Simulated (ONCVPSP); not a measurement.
nitrogen (N), ONCV: configuration errors across variants

```json
{
 "Element": "nitrogen",
 "Generator": "ONCVPSP 4.0.1",
 "Type": "optimised norm-conserving Vanderbilt (ONCV)",
 "Functional": "PBE",
 "Relativity": "scalar-relativistic",
 "Frozen core": "[He]",
 "Valence charge": "5",
 "Reference configuration": "2s2 2p3",
 "Partial waves": "2s: rc 0.80 bohr, ncon 3, nbas 8, qcut 9.2 1/bohr, local; 2p: rc 1.85 bohr, ncon 3, nbas 8, qcut 7.9 1/bohr, 2 projectors, debl 1.2 Ha",
 "Local potential": "the s channel",
 "Core correction": "Teter function, parameters optimised by the program"
}
```

All-electron excitation energies from the reference (eV): (1) 2s2 2p2 13.591; (2) 2s2 2p1 42.445; (3) 2s2 2p0 89.527.

Errors AE − PS in meV (a dash: test not solved or not reliable):

| change | (1) | (2) | (3) | bound ghosts | GHOST(+) flags above zero |
| --- | --- | --- | --- | --- | --- |
| base | +40 | +321 | +1230 | none | none |
| s: qcut 11; p: qcut 9.4 | +26 | +213 | +827 | none | none |
| s: ncon 4, nbas 9 | +40 | +324 | +1235 | none | none |
| s: qcut 12.4 | +40 | +321 | +1233 | none | none |
| s: nbas 7 | +40 | +321 | +1230 | none | none |
| s: qcut 12.9 | +40 | +321 | +1233 | none | none |

Task: Give the same row for: s: rc 0.96.

Result: +40, +324, +1244; bound ghosts: none; GHOST(+) flags above zero: none.
